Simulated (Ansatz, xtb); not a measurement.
# A geometry optimisation of BrClHIn2 with r2SCAN-D4/def2-SVP

The starting geometry of this gas-phase doublet has its atoms placed at random.

```
atom    x (Å)    y (Å)    z (Å)
  Br   1.1855   0.1261   0.3771
  Cl  -1.3704  -1.0741  -0.3756
  In  -1.6173   1.1288   0.3403
  In  -0.4803   0.8639  -1.8094
   H   0.7395   1.2742  -0.4182
```

Task: Guess where an optimisation with r2SCAN-D4/def2-SVP ends from this start.

Result: It ends as a structure with Cl2 bridging In3 and In4, given below by its coordinates. Distances that change by over a tenth: Cl2–In3 (2.33 → 2.67 Å), In3–In4 (2.45 → 3.44 Å), In4–H5 (1.90 → 2.44 Å). Contacts that open: Br1–In3 (2.98 → 3.50 Å), Br1–In4 (2.85 → 3.50 Å).

The energy falls by 3.11 eV over 11 steps:

```tsv
step	E − E(last) (eV)
1	3.114
2	0.939
3	0.315
4	0.113
5	0.011
7	0.002
8	0.000
9	0.000
10	0.000
11	0.000
```

Final geometry (Å):

```xyz
5

Br    1.7811    0.5016    0.4993
Cl   -1.9329   -1.0166   -0.7601
In   -1.6463    1.1105    0.8257
In   -0.3325    0.4742   -2.2893
H     0.5876    1.2493   -0.1614
```

From the same start GFN2-xTB ends elsewhere, in pieces: BrClIn2 + H.

From so rough a start the end depends on the optimiser's path, so another program may land elsewhere. No frequencies were run, so the end isn't proven a minimum. Open shells are spin-unrestricted. Atoms past krypton carry core potentials, without spin–orbit terms. Run with Ansatz 0.2.0, 2.4 min on 2 threads of Arm Neoverse V1 (shared host).
